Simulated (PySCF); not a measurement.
# Correlation energy of Ru³⁴⁺ (ruthenium, charge +34)

[Ne], closed-shell 1S. All numbers are calculated (PySCF 2.14, scalar relativity by spin-free X2C-1e, in an even-tempered Gaussian basis (19 s from 13 bohr⁻², ratio 2.2; 12 p from 16 bohr⁻², ratio 2.2; 6 d from 71 bohr⁻², ratio 2.4; 5 f from 110 bohr⁻², ratio 2.4; 4 g from 160 bohr⁻², ratio 2.4)). Frozen: nothing; 10 electrons correlated; the 14 highest virtual orbitals of each spin left out.

MP2 pair energies summed by pair of shells (mhartree):

```tsv
pair	energy	share (%)
2p-2p	-226.50	55.0
2s-2p	-74.99	18.2
1s-2p	-44.67	10.9
1s-1s	-42.83	10.4
2s-2s	-12.52	3.0
1s-2s	-10.13	2.5
```

Total MP2 correlation energy: -411.64 mhartree.

At this charge the one-electron X2C treatment keeps the bare 1/r₁₂, with no two-electron picture change or Breit term. That inflates the 1s pair energies well beyond their four-component values; and a scalar Hamiltonian misses the large spin-orbit splitting of the p shells, which matters for ns² → np² pairs.
